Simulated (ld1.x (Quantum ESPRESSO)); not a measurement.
# Configuration tests for germanium (Ge) (TM)

* Element: Ge
* Generator: ld1.x (Quantum ESPRESSO) 7.5
* Type: norm-conserving Troullier–Martins (Kleinman–Bylander form)
* Functional: PW91
* Relativity: scalar-relativistic
* Frozen core: [Ar] 3d10
* Valence charge: 4
* Reference configuration: 4s2 4p1.5 (charge +0.5)
* Partial waves: 4s (bound): rc 1.45 bohr; 4p (bound): rc 2.30 bohr
* Local potential: the p channel
* Core correction: Bessel-smoothed model core inside 1.30 bohr

Energies are relative to the spin-unpolarised reference configuration 4s2 4p1.5; without spin polarisation the order of configurations can differ from experiment.

```
valence configuration  charge  ΔE all-electron (eV)  error AE − PS (meV)
              4s2 4p1      +1                 4.674                 -2.7
              4s2 4p0      +2                20.199                  -44
            4s2 4p2.3    -0.3                -3.724                 -0.6
              4s1 4p2      +1                13.418                  -21
              4s0 4p4       0                13.425                  -34
```

Question: What are ΔE and the potential's error for 4s2 4p2?

Answer: ΔE = -2.828 eV all-electron; the error (AE − PS) is -0.3 meV.

Question: What are ΔE and the potential's error for 4s1 4p0?

Answer: ΔE = 55.099 eV all-electron; the error (AE − PS) is -277 meV.

Levels in the configuration 4s1 4p2:

```json
{"level": "4s", "all-electron (eV)": "-20.936", "pseudo (eV)": "-20.988"}
{"level": "4p", "all-electron (eV)": "-12.094", "pseudo (eV)": "-12.120"}
```
